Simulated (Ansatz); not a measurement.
Start from `N[SiH]([GaH2])[TeH]` and change one atom or group to get `C[SiH](N)[TeH]`.

Ansatz, PBE0-D4/def2-TZVP geometries, multiplicity 1. Each molecule was computed in one conformer, which needn't be the lowest. `N[SiH]([GaH2])[TeH]` holds a close contact that its SMILES doesn't draw: Te···Ga 2.88 Å.

Elements past krypton have def2 core potentials. Scalar relativity is left out up to krypton. Spin–orbit coupling is left out; it splits and shifts lone-pair levels of the heavy atoms by tenths of an eV.

```
                                        property  `N[SiH]([GaH2])[TeH]`
size of the dipole moment (B3LYP/def2-TZVPP) / D                   2.54
              HOMO energy (PBE0/def2-TZVPP) / eV                  -6.54
             HOMO–LUMO gap (PBE/def2-TZVPP) / eV                   3.96
             HOMO energy (B3LYP/def2-TZVPP) / eV                  -6.34
           HOMO energy (ωB97M-V/def2-TZVPP) / eV                  -8.42
           HOMO–LUMO gap (B3LYP/def2-TZVPP) / eV                   5.27
```

(1) Give the same properties after the change, and the shifts. (Best estimate.)

Results:

(1) The calculation gave: 
```csv
property,`C[SiH](N)[TeH]`,shift
size of the dipole moment (B3LYP/def2-TZVPP) / D,2.15,-0.39
HOMO energy (PBE0/def2-TZVPP) / eV,-6.25,0.29
HOMO–LUMO gap (PBE/def2-TZVPP) / eV,4.07,0.11
HOMO energy (B3LYP/def2-TZVPP) / eV,-6.03,0.31
HOMO energy (ωB97M-V/def2-TZVPP) / eV,-8.32,0.10
HOMO–LUMO gap (B3LYP/def2-TZVPP) / eV,5.45,0.18
```

With PBE0 the HOMO rises by 0.29 eV and the LUMO rises by 0.54 eV, so the gap widens by about 0.25 eV. PBE moves the HOMO by 0.37 eV and ωB97M-V by 0.10 eV. Dipoles are sizes alone; their direction can turn.

Positive LUMOs are unbound, so they and the gaps depend on the basis.

B3LYP here is the variant with VWN-RPA as its local correlation; programs differ in this.
